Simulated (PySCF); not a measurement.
Correlation energy of Br (bromine, neutral)

[Ar] 3d10 4s1 4p6, 2S determinant (an excited configuration). Computed with PySCF 2.14 in aug-cc-pwCVTZ-PP with ECP10MDF (8s7p6d4f1g, 96 functions), with a scalar-relativistic core potential. Frozen: 3s2 3p6 3d10; 7 electrons correlated.

MP2 pair energies summed by pair of shells (mhartree):

```csv
pair,energy,share (%)
4p-4p,-193.25,89.1
4s-4p,-23.59,10.9
```

Total MP2 correlation energy: -216.84 mhartree.

Same-spin part -39.48 and opposite-spin part -177.36 mhartree; SCS-MP2 scales them by 1/3 and 6/5 to -226.00 mhartree.
